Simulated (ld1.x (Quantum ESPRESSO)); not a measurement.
# Co: variants of one TM potential

Base potential:

* Element: cobalt (Co)
* Generator: ld1.x (Quantum ESPRESSO) 7.5
* Type: norm-conserving Troullier–Martins (Kleinman–Bylander form)
* Functional: PBE
* Relativity: scalar-relativistic
* Frozen core: [Ar]
* Valence charge: 9
* Reference configuration: 3d7 4s2 4p0
* Partial waves: 4s (bound): rc 2.10 bohr; 4p (bound, empty): rc 2.80 bohr; 3d (bound): rc 1.60 bohr
* Local potential: all-electron potential smoothed inside 2.60 bohr (lloc = -1)
* Core correction: none

All-electron outer shells of the reference configuration (PBE, scalar-relativistic, ld1.x):

```tsv
shell	level (eV)	outermost node (bohr)	outermost maximum (bohr)
3s	-102.40	0.31	0.66
3p	-65.64	0.28	0.68
3d	-8.20	–	0.66
4s	-5.47	0.96	2.32
4p	-1.28	1.05	3.25
```

Cutoffs, loose and tight: the cutoffs (Ry, on a coarse ladder) from which the occupation-weighted sum of valence levels, in a spherical-Bessel basis at the reference potential, stays within 10 and 1 mRy of its value at 400 Ry. They do not see the model core or the augmentation charge, which bear on the density cutoff. Test errors are all-electron minus pseudo excitation energies from the reference, over the configurations 3d7 4s1 4p0; 3d7 4s0 4p0; 3d6 4s0 4p0; 3d5 4s0 4p0; 3d7 4s0 4p2; 3d7 4s0 4p1; 3d6 4s2 4p1. A dash means not determined; rows that change the core or the reference have their own tests. The largest error is taken over the tests solved by every variant that gives reliable tests at all: 3d5 4s0 4p0; 3d6 4s0 4p0; 3d7 4s0 4p0; 3d7 4s0 4p2; 3d7 4s1 4p0.

A true bound ghost makes a file unfit for plane-wave use even where its test errors are small: the radial tests pick states by their node count and pass the ghost by. Where a test does run into it, the solver fails or the error is huge.

| change | outcome | cutoff, loose | cutoff, tight | bound ghosts | largest test error (meV) |
| --- | --- | --- | --- | --- | --- |
| base | generated | 100 Ry | 180 Ry | none | -691 |
| wave 3d (bound): rc 1.60 bohr becomes 3d (bound): rc 1.40 bohr | generated | 140 Ry | 230 Ry | none | -917 |
| wave 4p (bound): rc 2.80 bohr becomes 4p (bound): rc 3.56 bohr | generated | 100 Ry | 180 Ry | none | -691 |
| wave 4s (bound): rc 2.10 bohr becomes 4s (bound): rc 2.56 bohr | generated | 100 Ry | 180 Ry | none | -854 |
| local potential the d channel | generated | 100 Ry | 180 Ry | s, p | -321 |
| core [Ne], valence charge 17; reference 3s2 3p6 3d7 4s0 4p0; waves now 3p (bound): rc 0.70 bohr; 3d (bound): rc 0.85 bohr; 3s (bound): rc 0.70 bohr; local potential the s channel | generated | 260 Ry | over 300 Ry | none | +146 |
| functional LDA (PZ) | generated | 100 Ry | 180 Ry | none | -753 |
| local potential all-electron potential smoothed inside 2.78 bohr (lloc = -1) | generated | 100 Ry | 180 Ry | none | -802 |
| fully relativistic | generated | 100 Ry | 180 Ry | none | -682 |
| local potential the p channel | generated | 100 Ry | 180 Ry | s | -1269 |

(1) What comes out with this change to the base: type TM semilocal; local potential the p channel?

(2) What comes out with this change to the base: all radii scaled by about 1.24 (s 2.60, p 3.48, d 1.98 bohr); local potential all-electron potential smoothed inside 3.22 bohr (lloc = -1)?

Results:

(1) outcome: generated; cutoff, loose: 100 Ry; cutoff, tight: 180 Ry; bound ghosts: none; largest test error (meV): -321.

(2) outcome: generated; cutoff, loose: 80 Ry; cutoff, tight: 140 Ry; bound ghosts: none; largest test error (meV): -599.
